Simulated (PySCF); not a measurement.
## Spinor energies of Hg⁴⁺ (mercury, charge +4)

Start: [Xe] 4f14 5d8; 5d3/2 filled at m_j = -3/2, -1/2, +1/2, +3/2; 5d5/2 filled at m_j = -1/2, +1/2, +3/2, +5/2. Calculated with PySCF 2.14 in x2c-TZVPPall-2c: generalised Hartree-Fock with the X2C-1e Hamiltonian and a Gaussian nucleus; one run each with spin-orbit coupling (SO) switched off, then screened by Boettger's factors.

| spinor shell | electrons | ε, spin-free (eV) | ε, screened SO (eV) | weight of nominal j (screened SO) | rms radius, screened SO (bohr) |
| --- | --- | --- | --- | --- | --- |
| 1s1/2 | 2 | -83623.7 | -83590.0 | 1.000 | 0.0187 |
| 2s1/2 | 2 | -15018.5 | -15007.8 | 1.000 | 0.0755 |
| 2p1/2 | 2 | -12972.3 | -14377.2 | 1.000 | 0.0639 |
| 2p3/2 | 4 | -12972.3 | -12424.0 | 1.000 | 0.0720 |
| 3s1/2 | 2 | -3673.7 | -3670.1 | 1.000 | 0.193 |
| 3p1/2 | 2 | -3073.3 | -3387.2 | 1.000 | 0.184 |
| 3p3/2 | 4 | -3073.3 | -2948.1 | 1.000 | 0.201 |
| 3d3/2 | 4 | -2430.7 | -2485.3 | 1.000 | 0.176 |
| 3d5/2 | 6 | -2430.7 | -2391.5 | 1.000 | 0.180 |
| 4s1/2 | 2 | -885.52 | -884.30 | 1.000 | 0.424 |
| 4p1/2 | 2 | -685.35 | -762.02 | 1.000 | 0.429 |
| 4p3/2 | 4 | -685.35 | -654.39 | 1.000 | 0.463 |
| 4d3/2 | 4 | -442.28 | -454.28 | 1.000 | 0.475 |
| 4d5/2 | 6 | -442.28 | -433.27 | 1.000 | 0.486 |
| 5s1/2 | 2 | -188.92 | -188.62 | 1.000 | 0.964 |
| 4f5/2 | 6 | -171.07 | -172.97 | 0.999 | 0.524 |
| 4f7/2 | 8 | -171.07 | -168.57 | 0.999 | 0.527 |
| 5p1/2 | 2 | -131.89 | -146.78 | 0.996 | 1.04 |
| 5p3/2 | 4 | -131.89 | -125.64 | 0.998 | 1.12 |
| 5d3/2 | 4 | -64.929 | -66.284 | 0.923 | 1.40 |
| 5d5/2 | 4 | -64.929 | -63.693 | 0.938 | 1.44 |

```json
{"quantity": "E (hartree)", "spin-free": "-19603.70844", "screened SO": "-19635.81181"}
{"quantity": "M_J", "spin-free": "4", "screened SO": "4"}
{"quantity": "⟨J²⟩", "spin-free": "20.008", "screened SO": "20.008"}
{"quantity": "⟨L²⟩", "spin-free": "12.006", "screened SO": "12.549"}
{"quantity": "⟨S²⟩", "spin-free": "2.001", "screened SO": "2.079"}
```

Each row is a mean over spinors that exchange with the open shell spreads, by up to 7.842 eV (5p3/2).

Breit and QED terms are absent; they matter most for the inner s and p1/2 levels.

Densities and radii are taken from the X2C orbitals without a picture-change correction, which distorts them close to the nucleus.

Without spin-orbit coupling the j labels of p, d and f shells carry no meaning; the spin-free column gives the mean over the occupied spinors of each nl shell.
